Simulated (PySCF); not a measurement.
**Electron correlation in Ne²⁺ (neon, charge +2)**

[He] 2s2 2p3 3s1, high-spin 5S determinant (an excited configuration). All numbers are calculated (PySCF 2.14, the non-relativistic Hamiltonian (point nucleus), in aug-cc-pwCVTZ). Frozen: 1s2; 6 electrons correlated.

| level | correlation energy (mhartree) |
| --- | --- |
| CCSD | -134.87 |
| (T) | -1.66 |
| CCSD(T) | -136.53 |

Diagnostics: T1 = 0.0047, D1 = 0.0148, largest double amplitude 0.038.

The outer electron is Rydberg-like, and this basis confines it to a smaller radius and binds it less than a complete one would.

Cost of the coupled-cluster step: roughly 4 core-seconds, for 6 correlated electrons.
